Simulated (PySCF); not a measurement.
# Radial density of Os (osmium, neutral)

UHF, [Xe] 4f14 5d5 6s2 7s1, high-spin 7S determinant (an excited configuration). Computed with PySCF 2.14 in aug-cc-pVDZ-PP with ECP60MDF, with scalar relativity through the core potential. This is the valence pseudo-density: the core potential removes the inner electrons and smooths the orbitals near the nucleus.

| r (bohr) | 4πr²ρ (e/bohr) | 4πr²(ρα − ρβ) |
| --- | --- | --- |
| 0.130 | 4.237e-05 | 0.0000 |
| 0.218 | 0.0005604 | 0.0002 |
| 0.366 | 0.05528 | 0.0073 |
| 0.616 | 3.357 | 0.3284 |
| 1.04 | 12.75 | 2.9113 |
| 1.74 | 5.319 | 2.9788 |
| 2.93 | 1.257 | 0.4620 |
| 4.93 | 0.1875 | 0.0386 |
| 8.30 | 0.1743 | 0.1733 |
| 14.0 | 0.009428 | 0.0094 |

Energies and moments cover only the electrons outside the core potential. Spin-orbit coupling, which splits the p, d and f shells strongly at this Z, is absent. The outer electron is Rydberg-like, and this basis confines it to a smaller radius and binds it less than a complete one would.
